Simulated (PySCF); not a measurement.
SnClI3, SMILES [Cl][Sn]([I])([I])[I]. Coordinates come from a B3LYP-D3(BJ)/def2-SVP optimisation. The def2 effective core potentials stand for the cores of I, Sn; spin–orbit coupling is left out.

Computed equilibrium geometry at B3LYP-D3(BJ)/def2-SVP (PySCF confirms it by a frequency run) as bond lengths and angles, and its point group:
point group C3v.
Atoms: Cl1 Sn2 I3 I4 I5. Bonds (Å): Cl1–Sn2 2.358, Sn2–I3 2.699, Sn2–I4 2.699, Sn2–I5 2.699. Bond angles (°): Cl1–Sn2–I3 108.3, Cl1–Sn2–I4 108.3, Cl1–Sn2–I5 108.3, I3–Sn2–I4 110.6, I3–Sn2–I5 110.6, I4–Sn2–I5 110.6.
